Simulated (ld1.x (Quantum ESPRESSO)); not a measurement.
**Cd: one change to a TM potential, before and after**

```json
{
 "Element": "Cd (Z = 48)",
 "Generator": "ld1.x (Quantum ESPRESSO) 7.5",
 "Type": "norm-conserving Troullier–Martins (Kleinman–Bylander form)",
 "Functional": "LDA (PZ)",
 "Relativity": "fully relativistic",
 "Frozen core": "[Kr]",
 "Valence charge": "12",
 "Reference configuration": "4d10 5s2 5p0",
 "Partial waves": "5p (bound, empty): rc 3.55 bohr; 4d (bound): rc 1.50 bohr; 5s (bound): rc 2.15 bohr",
 "Local potential": "the s channel",
 "Core correction": "none"
}
```

Open shells are filled in proportion to 2j + 1 (rel_dist='average').

Change: wave 5s (bound): rc 2.15 bohr becomes 5s (bound): rc 2.88 bohr.

Cutoffs: the cutoffs (Ry, on a coarse ladder) from which the occupation-weighted sum of valence levels, in a spherical-Bessel basis at the reference potential, stays within 10 and 1 mRy of its value at 400 Ry; they do not see the model core or the augmentation charge, which bear on the density cutoff. Errors are all-electron minus pseudo energies relative to the spin-unpolarised reference configuration.

Q: Predict the effect on cutoff, ghosts and configuration errors.

A: The potential gets neither clearly harder nor softer (80 Ry and 120 Ry → 80 Ry and 120 Ry); the d channel sets the loose cutoff, while the largest relative change is in s, which becomes softer; of the 7 tests that both files solve, the error grows in 4 and shrinks in 3 by more than 15 % and 0.3 meV (median size 18.7 → 12.5 meV); neither file shows a bound ghost.

| quantity | base | changed |
| --- | --- | --- |
| cutoff, loose | 80 Ry | 80 Ry |
| cutoff, tight | 120 Ry | 120 Ry |
| loose cutoff by channel (10 mRy a level) | d 70 Ry, s 8 Ry | d 60 Ry, s 6 Ry |
| bound ghosts | none | none |
| error for 4d10 5s1 5p0, meV [ΔE 9.63 eV] | -0.7 | +1.3 |
| error for 4d10 5s0 5p0, meV [ΔE 27.15 eV] | -3.9 | -13 |
| error for 4d9 5s0 5p0, meV [ΔE 65.40 eV] | -101 | -247 |
| error for 4d9 5s2 5p0, meV [ΔE 18.15 eV] | -148 | -76 |
| error for 4d8 5s0 5p0, meV [ΔE 119.68 eV] | -643 | -992 |
| error for 4d10 5s1 5p1, meV [ΔE 4.78 eV] | +3.4 | +1.7 |
| error for 4d10 5s0 5p1, meV [ΔE 15.53 eV] | +19 | +9.3 |
| s: phases at 3.85 bohr within 0.05 rad from the reference energy up to (Ry; the scan ends near 5) | 1.0 | 0.7 |
| p1/2: phases at 3.85 bohr within 0.05 rad from the reference energy up to (Ry; the scan ends near 5) | 1.5 | 1.5 |
| p3/2: phases at 3.85 bohr within 0.05 rad from the reference energy up to (Ry; the scan ends near 5) | 1.5 | 1.4 |
| d3/2: phases at 3.85 bohr within 0.05 rad from the reference energy up to (Ry; the scan ends near 5) | 0.4 | 0.4 |
| d5/2: phases at 3.85 bohr within 0.05 rad from the reference energy up to (Ry; the scan ends near 5) | 0.4 | 0.4 |
